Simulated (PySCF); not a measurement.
Species: 1,2-benzisoxazole, C₇H₅NO.
Cartesian coordinates in Å at the GFN2-xTB level; atoms count from 1:
```xyz
14
C7H5NO angstrom
C     -1.622    0.740   -0.072
C     -1.758   -0.652   -0.051
C     -0.667   -1.492    0.002
C      0.582   -0.886    0.034
O      1.798   -1.462    0.088
N      2.743   -0.478    0.104
C      2.152    0.673    0.062
C      0.734    0.515    0.015
C     -0.386    1.343   -0.040
H     -2.513    1.349   -0.114
H     -2.750   -1.078   -0.078
H     -0.765   -2.565    0.018
H      2.728    1.576    0.066
H     -0.277    2.416   -0.056
```

Computed, not measured: wB97X-D/def2-SVPD in PySCF (dipole) on a GFN2-xTB geometry, gas phase.

Masses are those of the commonest isotopes; rigid-rotor values at the optimised geometry. 

(1) Give the principal moments of inertia and the rotational constants in MHz.

(2) What kind of rotor is it?

(3) Is it planar, by Δ = Ic − Ia − Ib?

(4) Where do the levels up to J = 2 lie, in MHz?

(5) Predict some low-J microwave lines.

(6) Estimate the classical rotational partition function at 25 K, 200 K and 298.15 K.

Results:

(1) Ia = 124.94, Ib = 301.98, Ic = 426.92 u·Å²; 505379 MHz·u·Å²/I gives A = 4045, B = 1674, C = 1184 MHz.

(2) An asymmetric top. Ray's parameter κ = (2B − A − C)/(A − C) = -0.658; −1 is the prolate and +1 the oblate limit.

(3) Planar: Δ = Ic − Ia − Ib = 0.00 u·Å². For a rigid frame Δ = −2 Σ m c², so it vanishes when all atoms lie in the ab plane; here none is more than 0.01 Å from it.

(4) Above 0(0,0):
J = 1: 1(0,1) 2857, 1(1,1) 5229, 1(1,0) 5719
J = 2: 2(0,2) 8504, 2(1,2) 10454, 2(1,1) 11923, 2(2,1) 19037, 2(2,0) 19106
The levels of one J sum to (2J + 1)J(J + 1)(A + B + C)/3.

(5) The dipole components are |μa| = 2.89 D, |μb| = 1.42 D, |μc| = 0.00 D; the mirror of this Cs structure is the ab plane, so μc vanishes by symmetry and there are no c-type lines. The squared components, which scale the intensities, stand as 1.00 : 0.24 (a : b). Some lines, for components of 0.1 D or more:

| type | branch | J(Ka,Kc) | MHz | lower level (cm⁻¹) |
| --- | --- | --- | --- | --- |
| a | Q | 2(1,1) ← 2(1,2) | 1469 | 0.349 |
| b | R | 3(1,2) ← 2(2,1) | 2146 | 0.635 |
| a | R | 1(0,1) ← 0(0,0) | 2857 | 0.000 |
| b | Q | 1(1,0) ← 1(0,1) | 2861 | 0.095 |
| b | R | 2(0,2) ← 1(1,1) | 3275 | 0.174 |
| b | Q | 3(1,2) ← 3(0,3) | 4373 | 0.561 |
| b | R | 1(1,1) ← 0(0,0) | 5229 | 0.000 |
| b | R | 3(0,3) ← 2(1,2) | 6357 | 0.349 |
| b | Q | 3(2,1) ← 3(1,2) | 6759 | 0.707 |
| b | Q | 2(2,0) ← 2(1,1) | 7183 | 0.398 |
| a | R | 3(1,3) ← 2(1,2) | 7797 | 0.349 |
| a | R | 3(0,3) ← 2(0,2) | 8307 | 0.284 |
| b | Q | 3(3,0) ← 3(2,1) | 12794 | 0.932 |
| b | Q | 3(3,1) ← 3(2,2) | 13122 | 0.921 |
| b | R | 2(2,1) ← 1(1,0) | 13319 | 0.191 |
| b | R | 2(2,0) ← 1(1,1) | 13877 | 0.174 |
| b | R | 3(2,2) ← 2(1,1) | 15686 | 0.398 |
| b | R | 3(2,1) ← 2(1,2) | 17489 | 0.349 |
| b | R | 3(3,1) ← 2(2,0) | 21625 | 0.637 |
| b | R | 3(3,0) ← 2(2,1) | 21700 | 0.635 |

(6) Point group Cs, symmetry number σ = 1; q = (√π/σ)·√((kT/h)³/(ABC)), k/h = 20836.6 MHz/K: 7440 at 25 K, 168000 at 200 K, 307000 at 298.15 K.

No GFN2-xTB frequencies stand behind this structure, so it isn't proved a minimum. No vibrational averaging or centrifugal distortion is included, and the geometry carries the error of its method. Quadrupole hyperfine structure (14N) is left out.
